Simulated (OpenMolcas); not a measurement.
In II: effect of the active space

| Quantity | Value |
| --- | --- |
| Program | OpenMolcas 26.06 |
| Method | SS-CASPT2 or its RAS form, IPEA 0.25 Eh, imaginary shift 0.1 Eh |
| Basis | ANO-R1 |
| Scalar Hamiltonian | X2C, finite nucleus |
| Spin-orbit coupling | RASSI with atomic mean-field integrals over the reference wave functions, term energies averaged over their components |

A. 2 electrons in 4 orbitals (5s 5p); 2S+1 = 3 even, 3 roots; 2S+1 = 1 even, 7 roots; 2S+1 = 3 odd, 3 roots; 2S+1 = 1 odd, 3 roots; closed shells correlated: 4d; CASPT2 step roughly 1.2 core-seconds
B. 2 electrons in 8 orbitals (5s 5p 6s 6p); 2S+1 = 3 even, 1 root (0 in the spin-orbit step); 2S+1 = 1 even, 1 root; 2S+1 = 3 odd, 3 roots; 2S+1 = 1 odd, 3 roots; closed shells correlated: 4d; CASPT2 step about 1 core-seconds
C. 2 electrons in 9 orbitals (RAS2 5s 5p; RAS3 5d, at most 2 electrons); 2S+1 = 3 even, 3 roots; 2S+1 = 1 even, 6 roots; 2S+1 = 3 odd, 3 roots; 2S+1 = 1 odd, 3 roots; closed shells correlated: 4d; CASPT2 step of the order of 2.6 core-seconds

Energies in cm-1 above 5s2 1S0, the measured ground level; measured values from NIST Handbook of Basic Atomic Spectroscopic Data.

```
      Level      A      B      C  Measured
    5s2 1S0    0.0    0.0    0.0       0.0
5s 5p 3P* 0  42500  42408  42519     42276
5s 5p 3P* 1  43505  43412  43530     43351
5s 5p 3P* 2  45688  45595  45744     45830
5s 5p 1P* 1  65501  65340  65202     63038
```

Deviations, from unrounded energies. A percentage is the sum of absolute deviations over the sum of measured energies, with the sign that they share, or ± where signs differ.

| Against measurement | Levels | A | B | C |
| --- | --- | --- | --- | --- |
| mean absolute deviation (cm-1) | 4 | 750 | 680 | 670 |
| other configurations (%) | 4 | ±1.5 | ±1.4 | ±1.4 |

B, C lie about equally close to measurement and A furthest from it. The largest miss of C in the table is 5s 5p 1P* 1, by +2200 cm-1. The ranking rests on the paired levels alone, and a cruder setting can come out closer through cancelling errors.

Among A to C the level of the table that moves most is 5s 5p 1P* 1, by 300 cm-1 (lowest in C, highest in A).

Some high roots are left out of the spin-orbit mixing, which shifts the levels that they would mix with (holds for B). Active for correlation alone: 6p 6s; no level in the range computed is led by a configuration that fills them, so any true level of that kind is missing (holds for B). Active for correlation alone: 5d; no level in the range computed is led by a configuration that fills it, so any true level of that kind is missing (holds for C). Measured partners are found by configuration, term and J. A level has none where our copy of the source lacks it or the pairing is in doubt (some pairs that miss far off the trend of their configuration count as doubtful), and it then counts in no deviation. Only configurations of the active space appear. Levels that lie high or do not pair safely by name in every column are left out.

* marks odd parity.
